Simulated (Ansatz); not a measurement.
Ansatz (a program for electronic structure) input (B3LYP-D3(BJ)/def2-TZVP):

Ansatz 0.2 input:
```yaml
crystal:
  periodic: [false, false, false]
  atoms:
    - {symbol: Cu, position_ang: [-0.00000000, -0.00000000, -0.05354870]}
    - {symbol: H, position_ang: [0.00000000, 0.00000000, 1.55291225]}
basis:
  gaussian:
    orbitals: def2-TZVP
hamiltonian:
  xc: b3lyp
  dispersion: d3bj
total_charge: -1
magnetization: {spin_polarized: true, initial_magnetization: 1}
phonons: {temperatures: {t_min: 298.15, t_max: 298.15, t_step: 100}}
```

Output:

```
Functional definition: B3LYP
integrals: 0.01 GiB planned
539 factors; integrals over basis functions are off by at most 3.9e-4 eV
mean field: 0.17 GiB planned
mean field evaluation 1: about -44331.5476 eV, gradient 3.9e2 eV
mean field evaluation 2: about -44199.7574 eV, gradient 4.8e2 eV
mean field evaluation 4: about -44657.5075 eV, gradient 1.1e1 eV
mean field evaluation 8: about -44657.8600 eV, gradient 1.8e-1 eV
mean field evaluation 16: about -44657.8937 eV, gradient 1.5e-4 eV
mean field evaluation 32: about -44654.7852 eV, gradient 4.3e0 eV
mean field -44657.89365833 eV, -1641.1473217361 hartree, gradient 2.2e-5 eV, S^2 0.754395; 2 other end points of the search recorded, 0 dependent functions left out
the calculation of the forces begins
reference -44657.89382078 eV, -1641.1473277061 hartree; 16, 15 occupied and 35, 36 virtual orbitals, 539 factors
these checks for a lower state are left out or cut short: stability, starts, cluster_reference, orbital_swaps, neighbouring_geometries, increment
integrals: 0.01 GiB planned
539 factors; integrals over basis functions are off by at most 3.9e-4 eV
mean field: 0.17 GiB planned
mean field -44657.89365831 eV, -1641.1473217355 hartree, gradient 4.3e-7 eV, S^2 0.754395; 0 other end points of the search recorded, 0 dependent functions left out
the calculation of the forces begins
reference -44657.89382076 eV, -1641.1473277054 hartree; 16, 15 occupied and 35, 36 virtual orbitals, 539 factors
these checks for a lower state are left out or cut short: stability, starts, cluster_reference, orbital_swaps, neighbouring_geometries, increment
integrals: 0.01 GiB planned
539 factors; integrals over basis functions are off by at most 3.9e-4 eV
mean field: 0.17 GiB planned
mean field -44657.89365831 eV, -1641.1473217355 hartree, gradient 4.3e-7 eV, S^2 0.754395; 0 other end points of the search recorded, 0 dependent functions left out
the calculation of the forces begins
reference -44657.89382076 eV, -1641.1473277054 hartree; 16, 15 occupied and 35, 36 virtual orbitals, 539 factors
these checks for a lower state are left out or cut short: stability, starts, cluster_reference, orbital_swaps, neighbouring_geometries, increment
integrals: 0.01 GiB planned
539 factors; integrals over basis functions are off by at most 3.9e-4 eV
mean field: 0.17 GiB planned
mean field -44657.89365831 eV, -1641.1473217355 hartree, gradient 4.3e-7 eV, S^2 0.754395; 0 other end points of the search recorded, 0 dependent functions left out
the calculation of the forces begins
reference -44657.89382076 eV, -1641.1473277054 hartree; 16, 15 occupied and 35, 36 virtual orbitals, 539 factors
these checks for a lower state are left out or cut short: stability, starts, cluster_reference, orbital_swaps, neighbouring_geometries, increment
integrals: 0.01 GiB planned
539 factors; integrals over basis functions are off by at most 3.9e-4 eV
mean field: 0.17 GiB planned
mean field evaluation 64: about -44657.8937 eV, gradient 2.1e-6 eV
mean field -44657.89365831 eV, -1641.1473217355 hartree, gradient 4.3e-7 eV, S^2 0.754395; 0 other end points of the search recorded, 0 dependent functions left out
the calculation of the forces begins
reference -44657.89382076 eV, -1641.1473277054 hartree; 16, 15 occupied and 35, 36 virtual orbitals, 539 factors
these checks for a lower state are left out or cut short: stability, starts, cluster_reference, orbital_swaps, neighbouring_geometries, increment
integrals: 0.01 GiB planned
539 factors; integrals over basis functions are off by at most 3.9e-4 eV
mean field: 0.17 GiB planned
mean field -44657.89365889 eV, -1641.1473217569 hartree, gradient 1.8e-6 eV, S^2 0.754380; 0 other end points of the search recorded, 0 dependent functions left out
the calculation of the forces begins
reference -44657.89382119 eV, -1641.1473277211 hartree; 16, 15 occupied and 35, 36 virtual orbitals, 539 factors
these checks for a lower state are left out or cut short: stability, starts, cluster_reference, orbital_swaps, neighbouring_geometries, increment
integrals: 0.01 GiB planned
539 factors; integrals over basis functions are off by at most 4.0e-4 eV
mean field: 0.17 GiB planned
mean field -44657.89361420 eV, -1641.1473201142 hartree, gradient 2.3e-6 eV, S^2 0.754409; 0 other end points of the search recorded, 0 dependent functions left out
the calculation of the forces begins
reference -44657.89377680 eV, -1641.1473260899 hartree; 16, 15 occupied and 35, 36 virtual orbitals, 539 factors
these checks for a lower state are left out or cut short: stability, starts, cluster_reference, orbital_swaps, neighbouring_geometries, increment
integrals: 0.01 GiB planned
539 factors; integrals over basis functions are off by at most 3.9e-4 eV
mean field: 0.17 GiB planned
mean field -44657.89365831 eV, -1641.1473217355 hartree, gradient 4.3e-7 eV, S^2 0.754395; 0 other end points of the search recorded, 0 dependent functions left out
the calculation of the forces begins
reference -44657.89382076 eV, -1641.1473277054 hartree; 16, 15 occupied and 35, 36 virtual orbitals, 539 factors
these checks for a lower state are left out or cut short: stability, starts, cluster_reference, orbital_swaps, neighbouring_geometries, increment
integrals: 0.01 GiB planned
539 factors; integrals over basis functions are off by at most 3.9e-4 eV
mean field: 0.17 GiB planned
mean field -44657.89365831 eV, -1641.1473217355 hartree, gradient 4.3e-7 eV, S^2 0.754395; 0 other end points of the search recorded, 0 dependent functions left out
the calculation of the forces begins
reference -44657.89382076 eV, -1641.1473277054 hartree; 16, 15 occupied and 35, 36 virtual orbitals, 539 factors
these checks for a lower state are left out or cut short: stability, starts, cluster_reference, orbital_swaps, neighbouring_geometries, increment
integrals: 0.01 GiB planned
539 factors; integrals over basis functions are off by at most 3.9e-4 eV
mean field: 0.17 GiB planned
mean field evaluation 96: about -44657.8937 eV, gradient 2.1e-5 eV
mean field -44657.89365831 eV, -1641.1473217355 hartree, gradient 4.3e-7 eV, S^2 0.754395; 0 other end points of the search recorded, 0 dependent functions left out
the calculation of the forces begins
reference -44657.89382076 eV, -1641.1473277054 hartree; 16, 15 occupied and 35, 36 virtual orbitals, 539 factors
these checks for a lower state are left out or cut short: stability, starts, cluster_reference, orbital_swaps, neighbouring_geometries, increment
integrals: 0.01 GiB planned
539 factors; integrals over basis functions are off by at most 3.9e-4 eV
mean field: 0.17 GiB planned
mean field -44657.89365831 eV, -1641.1473217355 hartree, gradient 4.3e-7 eV, S^2 0.754395; 0 other end points of the search recorded, 0 dependent functions left out
the calculation of the forces begins
reference -44657.89382076 eV, -1641.1473277054 hartree; 16, 15 occupied and 35, 36 virtual orbitals, 539 factors
these checks for a lower state are left out or cut short: stability, starts, cluster_reference, orbital_swaps, neighbouring_geometries, increment
integrals: 0.01 GiB planned
539 factors; integrals over basis functions are off by at most 4.0e-4 eV
mean field: 0.17 GiB planned
mean field -44657.89361420 eV, -1641.1473201142 hartree, gradient 2.3e-6 eV, S^2 0.754409; 0 other end points of the search recorded, 0 dependent functions left out
the calculation of the forces begins
reference -44657.89377680 eV, -1641.1473260899 hartree; 16, 15 occupied and 35, 36 virtual orbitals, 539 factors
these checks for a lower state are left out or cut short: stability, starts, cluster_reference, orbital_swaps, neighbouring_geometries, increment
integrals: 0.01 GiB planned
539 factors; integrals over basis functions are off by at most 3.9e-4 eV
mean field: 0.17 GiB planned
mean field -44657.89365889 eV, -1641.1473217569 hartree, gradient 1.8e-6 eV, S^2 0.754380; 0 other end points of the search recorded, 0 dependent functions left out
the calculation of the forces begins
reference -44657.89382119 eV, -1641.1473277211 hartree; 16, 15 occupied and 35, 36 virtual orbitals, 539 factors
Total energy: -44657.91139097 eV, -1641.1479733986 hartree
Atom 0 at    -0.000000    -0.000000    -0.053549 Å, force     0.000000     0.000000    -0.000012 eV/Å
Atom 1 at     0.000000     0.000000     1.552912 Å, force    -0.000000     0.000000     0.000012 eV/Å
Dipole moment:     0.000000    -0.000000    -0.091775 e Å
Vibrations: 1382.33 cm⁻¹, zero-point energy 0.085693 eV
```

The spin state was set by rule; other spins were not relaxed.
